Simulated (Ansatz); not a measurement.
Relaxation of FH$_{4}$NOSi (8 atoms, charge 0, multiplicity 1), to a largest force component of 0.015 eV/Å in at most 40 steps.

These are results of RKS r2SCAN-D4/def2-mTZVP (Ansatz 0.2.0), not measurements.

```xyz
8
Properties=species:S:1:pos:R:3
N -1.026 0.404 -0.054
Si 0.530 -0.031 -0.199
O 0.699 -1.065 1.044
F 0.756 -0.812 -1.574
H -1.607 -0.146 -0.765
H -1.427 0.065 0.853
H 1.428 1.161 -0.115
H 0.157 -1.799 1.019
```

**Question.** Where does it end, and by what steps?

**Answer.** The run converged. After 10 steps the energy has fallen by 0.830 eV; H5 moved furthest, 0.45 Å.

| step | energy less start (eV) | largest force component (eV/Å) | accepted |
| --- | --- | --- | --- |
| 0 | 0.0000 | 5.622 | yes |
| 1 | -0.6074 | 2.217 | yes |
| 2 | -0.7439 | 0.444 | yes |
| 3 | -0.7713 | 0.466 | yes |
| 4 | -0.7857 | 0.869 | yes |
| 5 | -0.8003 | 0.606 | yes |
| 6 | -0.8255 | 0.128 | yes |
| 7 | -0.8294 | 0.100 | yes |
| 8 | -0.8300 | 0.057 | yes |
| 9 | -0.8304 | 0.026 | yes |
| 10 | -0.8304 | 0.009 | yes |

```xyz
8
Properties=species:S:1:pos:R:3
N -1.199 0.040 -0.080
Si 0.496 -0.150 -0.153
O 1.015 -1.132 1.052
F 0.755 -0.765 -1.615
H -1.728 0.261 -0.913
H -1.656 0.397 0.748
H 1.350 1.046 -0.042
H 0.478 -1.920 1.212
```

Whether the end is a true minimum wasn't checked by a vibrational analysis.

The run took 34 s on 2 threads of Arm Neoverse V1 (shared host), peak memory 0.18 GiB.
